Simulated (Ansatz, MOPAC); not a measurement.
System: SiH2I, charge 0, multiplicity 2. SMILES: [SiH2]I
Structure (B3LYP-D3(BJ)/def2-TZVP (Ansatz, a quantum-chemistry and plane-wave program) minimum search):
```xyz
4

Si     1.5352    -1.0689     0.0586
I     -0.4626     0.3547    -0.0178
H      1.4701    -1.9119     1.2798
H      1.5547    -1.9240    -1.1557
```
Charge 0, spin multiplicity 2.

Wanted: vertical electron affinity to the singlet, in eV. Terms: no spin-orbit coupling; no dispersion term unless named; def2 sets with scalar-relativistic core potentials past Kr; each state is the SCF solution reached for its charge and spin; open shells spin-unrestricted; STO-3G and 3-21G all-electron and non-relativistic; PM7 with its own dispersion and hydrogen-bond terms. First-principles rows: single points at B3LYP-D3(BJ) geometries (Ansatz). Semi-empirical rows: differences of heats of formation at the shared geometry for vertical values. Sets without +, aug- or the D of def2-TZVPD hold no diffuse functions, which anions need.

| species | coefficient | E at B3LYP/STO-3G (Ansatz), Eh | E at PBE/def2-TZVPD (Ansatz), Eh | heat of formation at PM7 (MOPAC), kcal/mol |
|---|---|---|---|---|
| charge -1, singlet | -1 | -7140.03819 | -588.28079 | -30.94 |
| charge 0, doublet | +1 | -7140.15062 | -588.23018 | 25.63 |

 1 Eh = 27.2114 eV and 1 eV = 23.0605 kcal/mol.

Problem. Work the quantity out at each level.

Solution. 
- B3LYP/STO-3G: the sum of coefficient times E is -0.11243 Eh, or -3.059 eV. Result: -3.06 eV.
- PBE/def2-TZVPD: the sum of coefficient times E is 0.05061 Eh, or 1.377 eV. Result: 1.38 eV.
- PM7: the sum of coefficient times heat of formation is 56.57 kcal/mol, or 2.45 eV.
